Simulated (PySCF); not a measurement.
Calculation: M06-2X/def2-TZVP // B3LYP-D3(BJ)/def2-TZVP run with PySCF 2.14.0. All species are isolated molecules in the gas phase. Delta-SCF ions had no search for a lower state. 

Reference species (SMILES): `[GaH3]` (neutral, multiplicity 1).

LUMO: -1.26 eV
vertical ionisation energy (Delta-SCF): 11.23 eV
HOMO–LUMO gap: 8.45 eV

After one change: the LUMO increases by 0.03 eV; the vertical ionisation energy (Delta-SCF) goes up by 0.48 eV; the HOMO–LUMO gap increases by 0.80 eV.

Name the change that produced these shifts. The new species is one of these.
A) `[Cl][GaH2]`
B) `[Cl][Ga]([Cl])[Cl]`
C) `[Cl][GaH][Cl]`

C, `[Cl][GaH][Cl]`
